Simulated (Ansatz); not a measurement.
Reactions of `CC=NO`.

Isolated molecules relaxed with PBE0-D4/def2-TZVP in Ansatz; ΔE leaves out vibrations. CCSD(T)/CBS adds triple-zeta CCSD(T) − MP2 to the extrapolated MP2 energy (def2 sets, frozen cores). This one scheme is used for every species, atoms too. Double bonds are as drawn, so ΔE can hold a change between cis and trans. No spin–orbit coupling; open shells (•) take unrestricted orbitals. Spin–orbit coupling would lower the free atoms: a little for C, O. One conformer a species, not always the lowest.

(1) Order these by ΔE at CCSD(T)/CBS, lowest first. (Best estimate.)
A. `C/C=N/O` → `CC(N)=O`
B. `C/C=N/O` → 2 C• + 5 H• + N• + O•
C. `C/C=N/O` + `CN[Si](N)(F)F` → `CN[Si](F)(F)NC` + `C=NO`
D. `C/C=N/O` + `BCC=N` → `BC(C)C=N` + `C=NO`
E. `C/C=N/O` → `[CH2]` (triplet) + `C=NO`
F. `C/C=N/O` → `C=C(N)O`
G. `C/C=N/O` + H₂ → `C=NO` + CH₄

Largest T1 diagnostic: 0.014, for `CC(N)=O`.

Results:

(1) A (-216.0 kJ/mol), F (-118.9 kJ/mol), G (-48.4 kJ/mol), D (+24.6 kJ/mol), C (+60.4 kJ/mol), E (+454.7 kJ/mol), B (+3411.4 kJ/mol).
